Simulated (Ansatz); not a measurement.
Geometry optimisation, RKS PBE0-D4/def2-SVP in Ansatz.

input.yaml

```yaml
crystal:
  periodic: [false, false, false]
  atoms:
    - { symbol: O, position_ang: [0.3627, 0.9281, -1.2508] }
    - { symbol: Sn, position_ang: [0.156, -0.2743, 0.27] }
    - { symbol: F, position_ang: [-1.58547, -1.07269, 0.14905] }
    - { symbol: Cl, position_ang: [0.28533, 0.87443, 2.23495] }
    - { symbol: H, position_ang: [-0.4604, 1.5727, -1.1856] }
    - { symbol: H, position_ang: [1.404, -1.5142, 0.20954] }
basis:
  gaussian: { orbitals: def2-SVP }
hamiltonian:
  xc: pbe0
  dispersion: d4
relax:
  f_tol: 0.015
  max_steps: 40
```

Launched with:

```bash
$ ansatz run input.yaml --threads 1 --pin off --max-ram 2048MiB --backend cpu --events-out ev --progress --plain --runs-dir out
```

Problem. Where does it end, and by what steps?

Solution. It converged. After 6 steps the energy has fallen by 0.241 eV; H5 moved furthest, 0.11 Å.

```json
{"step": "0", "energy less start (eV)": "0.0000", "largest force component (eV/Å)": "2.778", "accepted": "yes"}
{"step": "1", "energy less start (eV)": "-0.1975", "largest force component (eV/Å)": "0.964", "accepted": "yes"}
{"step": "2", "energy less start (eV)": "-0.2388", "largest force component (eV/Å)": "0.168", "accepted": "yes"}
{"step": "3", "energy less start (eV)": "-0.2402", "largest force component (eV/Å)": "0.046", "accepted": "yes"}
{"step": "4", "energy less start (eV)": "-0.2407", "largest force component (eV/Å)": "0.047", "accepted": "yes"}
{"step": "5", "energy less start (eV)": "-0.2409", "largest force component (eV/Å)": "0.035", "accepted": "yes"}
{"step": "6", "energy less start (eV)": "-0.2409", "largest force component (eV/Å)": "0.002", "accepted": "yes"}
```

```xyz
6
Properties=species:S:1:pos:R:3
O 0.296 0.919 -1.254
Sn 0.190 -0.312 0.264
F -1.569 -1.106 0.219
Cl 0.224 0.896 2.257
H -0.363 1.624 -1.213
H 1.384 -1.507 0.155
```

Whether the end is a true minimum wasn't checked by a vibrational analysis.

Time of the run: 32 s on 1 thread of Intel(R) Xeon(R) Platinum 8488C (Sapphire Rapids), on a shared host, peak memory 0.27 GiB.
